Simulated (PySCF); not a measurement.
SiTe, CCSD(T): how much the basis matters

PySCF, RHF reference; singlet, unpaired electrons none; De to Si + Te without counterpoise correction. Frozen cores follow the default of each basis and core potential.

```csv
basis,relativity,functions,Re (Å),ωe (cm⁻¹),De (eV),frozen orbitals
cc-pV(D+d)Z/cc-pVDZ-PP,scalar-relativistic core potentials,46,2.309,474,4.20,9
x2c-SVPall,spin-free X2C,54,2.298,479,4.28,23
def2-TZVPP,scalar-relativistic core potentials,92,2.285,481,4.56,9
```

How does each smaller set differ from the one with most functions, def2-TZVPP?

cc-pV(D+d)Z/cc-pVDZ-PP: +2.4 pm, -1.5 % in ωe, -0.36 eV in De; x2c-SVPall: +1.3 pm, -0.4 % in ωe, -0.28 eV in De. All at CCSD(T); the set with most functions is neither the basis-set limit nor always the best. The rows treat relativity differently, so the differences are not basis effects alone.

Correlated steps freeze the inner cores (9 to 23 orbitals); shallow outer-core shells are correlated. Correlated levels converge slowly with the basis: in double zeta they bind strong bonds too weakly, by up to about 1 eV, and carry superposition errors of some tenths. These are scalar-relativistic numbers at best; spin–orbit coupling would shift them, the dissociation energy most. Where the molecule has an RHF reference, its open-shell atoms are computed with UHF. The CCSD T1 diagnostic is raised in SiTe, a sign that a single reference may not be enough there.
